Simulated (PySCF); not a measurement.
# Exercise with solution: entropy of an ideal gas

ZnHI, SMILES [I][ZnH].

Geometry: B3LYP-D3(BJ)/def2-TZVP. The def2 effective core potentials stand for the cores of I; spin–orbit coupling is left out.

B3LYP-D3(BJ)/def2-TZVP in PySCF gives the harmonic wavenumbers 252, 413, 413, 1929 cm⁻¹ and the rotational temperature 0.0905 K. The molar mass is 193.29 g/mol, the symmetry number 1, the spin multiplicity 1.

**Question.** Work out the entropy at 298.15 K and 1 atm in the rigid-rotor, harmonic-oscillator model.

**Answer.** 
Translation (Sackur–Tetrode at 1 atm): S = R[1.5 ln M + 2.5 ln T − 1.16487] = 174.4 J/(mol K).
Rotation: q = T/(σ θ) = 3290, S = R[ln q + 1] = 75.7 J/(mol K).
Vibration: with u = 1.4388 ν/T, each mode gives R[u/(e^u − 1) − ln(1 − e^−u)]:
```csv
ν (cm⁻¹),modes,u,S (J/(mol K))
252,1,1.22,7.18
413,2,1.99,7.67
1929,1,9.31,0.01
```
These are all the modes. Sum 14.9 J/(mol K).
Spin: R ln 1 = 0.0 J/(mol K).
Total 264.9 J/(mol K); the program's own thermochemistry gives 264.9. Translation makes up 66 % and vibration 6 %. Anharmonicity, hindered rotation and orbital degeneracy are left out.
